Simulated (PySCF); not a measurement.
C4H10S, SMILES CCCSC (GFN2-xTB optimised geometry):

```
15

C      1.752    -0.476     0.000
C      0.228    -0.476     0.000
C     -0.319     0.943     0.000
S     -2.135     1.012     0.149
C     -2.618     0.467    -1.514
H      2.133     0.029     0.885
H      2.130    -1.495    -0.006
H      2.135     0.039    -0.879
H     -0.133    -1.010    -0.881
H     -0.142    -0.998     0.885
H      0.050     1.495     0.865
H     -0.041     1.481    -0.908
H     -3.696     0.577    -1.575
H     -2.138     1.100    -2.255
H     -2.346    -0.574    -1.661
```

Calculation: PBE0/def2-TZVP (PySCF 2.14.0).

What are the frontier orbital energies and the dipole moment?

HOMO-2 -9.46 eV, HOMO-1 -8.46 eV, HOMO -6.17 eV, LUMO 1.01 eV, LUMO+1 1.18 eV; dipole moment 1.70 D.

Meta-Löwdin charges at PBE0/def2-TZVP: C1 -0.35, C2 -0.19, C3 -0.26, S4 0.03, C5 -0.41, H6 0.11, H7 0.12, H8 0.11, H9 0.10, H10 0.11, H11 0.13, H12 0.11, H13 0.14, H14 0.12, H15 0.12.
